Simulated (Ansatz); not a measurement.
Z-matrix (Å, degrees):
```
C
C 1 1.328
H 1 1.081 2 119.7
H 1 1.084 2 122.1 3 -179.6
O 2 1.342 1 126.0 3 179.2
H 2 1.089 1 120.9 3 0.6
Al 5 1.700 2 135.7 1 41.7
O 7 1.685 5 117.5 2 -170.6
H 7 1.566 5 122.6 2 10.6
H 8 0.956 7 124.1 5 1.4
```

Charge 0, multiplicity 1.

Problem. List the r2SCAN/def2-TZVPP orbital energies in eV (the Gaussian-basis code of Ansatz). (Best estimate.)

Solution. Computed: Occupied: -1517.24, -516.03, -515.51, -274.59, -272.55, -110.75, -71.09, -70.90, -70.85, -27.01, -25.70, -19.36, -15.25, -13.01, -12.62, -11.75, -10.24, -9.65, -8.80, -8.46, -8.20, -7.61, -5.90. Lowest empty: -0.82, -0.36, -0.02, 1.06, 2.25, 2.60, 2.75, 3.66.
